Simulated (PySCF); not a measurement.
Isomers of C5H7OPS.

All values: PBE0/pcSseg-1 (PySCF) at GFN2-xTB geometries, gas phase, one conformer each.

(1) Rank by the lowest Hirshfeld charge on any atom, lowest value first.
A. `[CH3:1][O:2][c:3]1[p:4][cH:5][c:6]([CH3:7])[s:8]1` with C1–O2–C3–P4 180°
B. `[CH3:1][S:2][c:3]1[o:4][c:5]([CH3:6])[cH:7][p:8]1` with C1–S2–C3–O4 -179°
C. `[CH3:1][P@@H:2](=[O:3])[c:4]1[cH:5][cH:6][s:7][cH:8]1` with C1–P2–C4–C5 58°
D. `[CH3:1][S:2][c:3]1[cH:4][o:5][c:6]([CH3:7])[p:8]1` with C1–S2–C3–C4 180°

(2) Rank by the lowest IAO charge on any atom, lowest value first.
A. `[CH3:1][P@@H:2](=[O:3])[c:4]1[cH:5][cH:6][s:7][cH:8]1` with C1–P2–C4–C5 58°
B. `[CH3:1][S:2][c:3]1[cH:4][o:5][c:6]([CH3:7])[p:8]1` with C1–S2–C3–C4 180°
C. `[CH3:1][O:2][c:3]1[p:4][cH:5][c:6]([CH3:7])[s:8]1` with C1–O2–C3–P4 180°

## Answers

(1) C (-0.406 e), B (-0.154 e), A (-0.138 e), D (-0.122 e).

(2) A (-0.929 e), B (-0.503 e), C (-0.425 e).

All values together:

```
            SMILES  μ (D)  HOMO (eV)  LUMO (eV)  lowest IAO charge (e)  highest IAO charge (e)  lowest Hirshfeld charge (e)  highest Hirshfeld charge (e)
        CSc1pcoc1C   0.23      -6.01      -0.84             -0.503 (C)              +0.258 (P)                   -0.121 (C)                  +0.057 (C/H)
C[P@@H](=O)c1ccsc1   4.11      -7.42      -0.90             -0.929 (O)              +1.445 (P)                   -0.406 (O)                    +0.413 (P)
      COc1pcc(C)s1   3.00      -5.92      -0.79             -0.425 (C)              +0.276 (S)                   -0.138 (C)                    +0.096 (S)
      CSc1oc(C)cp1   0.55      -5.81      -0.63             -0.507 (C)              +0.215 (P)                   -0.154 (C)                    +0.069 (C)
      CSc1coc(C)p1   0.98      -6.01      -0.81             -0.503 (C)              +0.221 (P)                   -0.122 (C)                    +0.061 (H)
      CSc1occ(C)p1   2.62      -5.82      -0.71             -0.502 (C)              +0.220 (P)                   -0.118 (C)                    +0.059 (H)
```

Conformers: `[CH3:1][S:2][c:3]1[p:4][cH:5][o:6][c:7]1[CH3:8]` with C1–S2–C3–P4 1°; `[CH3:1][P@@H:2](=[O:3])[c:4]1[cH:5][cH:6][s:7][cH:8]1` with C1–P2–C4–C5 58°; `[CH3:1][O:2][c:3]1[p:4][cH:5][c:6]([CH3:7])[s:8]1` with C1–O2–C3–P4 180°; `[CH3:1][S:2][c:3]1[o:4][c:5]([CH3:6])[cH:7][p:8]1` with C1–S2–C3–O4 -179°; `[CH3:1][S:2][c:3]1[cH:4][o:5][c:6]([CH3:7])[p:8]1` with C1–S2–C3–C4 180°; `[CH3:1][S:2][c:3]1[o:4][cH:5][c:6]([CH3:7])[p:8]1` with C1–S2–C3–O4 0°.
